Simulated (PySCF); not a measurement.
Ba³⁰⁺ (barium, charge +30) across methods

[Ar] 3d8, high-spin 3F determinant. All numbers are calculated (PySCF 2.14, no relativity, point nucleus, in an uncontracted even-tempered set (17 s from 4.4 bohr⁻², ratio 2.5; 11 p from 5.7 bohr⁻², ratio 2.5; 8 d from 5.7 bohr⁻², ratio 2.5; 4 f from 25 bohr⁻², ratio 2.7; 3 g from 38 bohr⁻², ratio 2.7)).

| method | E (hartree) | mean ε 3p β (eV) | mean ε 3d α (eV) | mean ε 3d β (eV) | Σ⟨r²⟩ (bohr²) | ⟨S²⟩ |
| --- | --- | --- | --- | --- | --- | --- |
| revPBE | -7363.23 | -2057.1 | -1839.1 | -1832.2 | 1.462 | 2.000 |
| r2SCAN | -7363.63 | -2062.8 | -1843.5 | -1836.7 | 1.461 | 2.000 |
| PBE0 | -7363.10 | -2070.7 | -1851.7 | -1844.1 | 1.462 | 2.000 |
| UHF | -7362.35617 | -2109.5 | -1887.7 | -1878.0 | 1.460 | 2.000 |
| LDA | -7356.90 | -2056.4 | -1838.8 | -1831.1 | 1.463 | 2.000 |
| PBE | -7362.87 | -2057.1 | -1839.1 | -1832.1 | 1.462 | 2.000 |

Task: Estimate the same row for BP86.

Result: E (hartree) = -7364.04; mean ε 3p β (eV) = -2057.5; mean ε 3d α (eV) = -1839.2; mean ε 3d β (eV) = -1832.6; Σ⟨r²⟩ (bohr²) = 1.462; ⟨S²⟩ = 2.000.

A non-relativistic calculation at this Z misses sizeable relativistic shifts. Spin-orbit coupling is strong in this species (close to jj coupling), so the high-spin LS determinant is a model state, not a physical level.
